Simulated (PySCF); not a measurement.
GeHCl, SMILES [GeH][Cl] (connectivity only; charge and spin as stated), neutral, multiplicity 1.

Geometry optimised at ωB97X-D3(BJ)/def2-TZVP.

Calculation: CAM-B3LYP/def2-TZVPD (PySCF).

```
Quantity                                                                                                        Value
---------------------------------------------------------------------------------------------  ----------------------
total energy                                                                                      -2537.96414 hartree
point group                                                                                                        Cs
highest occupied level                                                                                       -8.48 eV
lowest empty level                                                                                           -2.06 eV
orbital gap                                                                                                   6.42 eV
dipole moment                                                                                                  1.85 D
quadrupole, principal values (traceless, Buckingham form, about the centre of nuclear charge)  -3.10, -1.09, 4.19 D·Å
mean static polarisability                                                                       48.6 bohr³ (7.20 Å³)
polarisability, principal values                                                               38.1, 47.1, 60.6 bohr³
```
